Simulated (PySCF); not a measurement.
## Stationary points of SbOI3

Level of theory: PBE0 in PySCF with Sb def2-SVP with ECP28, O def2-SVP, I def2-SVP with ECP28; scalar-relativistic core potentials, no spin–orbit coupling; density-fitted integrals.

Relaxations began from a few typed shapes. The search is not exhaustive: other isomers or separated fragments can lie lower, and high-lying points may rest on an excited occupation.

Problem. Order these stationary points by electronic energy, lowest first, in kJ/mol from the lowest minimum.
A. singlet C3v: Sb–I 2.702 Å (×3), Sb–O 1.822 Å; I–Sb–I 103.5° (×3), I–Sb–O 114.9° (×3)
B. singlet C2v: Sb–I 2.767 Å (×2), Sb–I 2.784 Å, Sb–O 1.832 Å; I–Sb–I 87.3° (×2), I–Sb–I 174.6°, I–Sb–O 92.7° (×2), I–Sb–O 180.0°

Solution. A (0.0), B (164.6).

Problem. Which of them are minima?

Solution. By energy in kJ/mol, 0.0: minimum; 164.6: saddle point, 1 imaginary mode.

Counting electrons, antimony keeps none of its valence electrons outside its bonds, so the VSEPR class is AX4 and the expected shape is tetrahedral; with unlike ligands the computed point group is C3v.
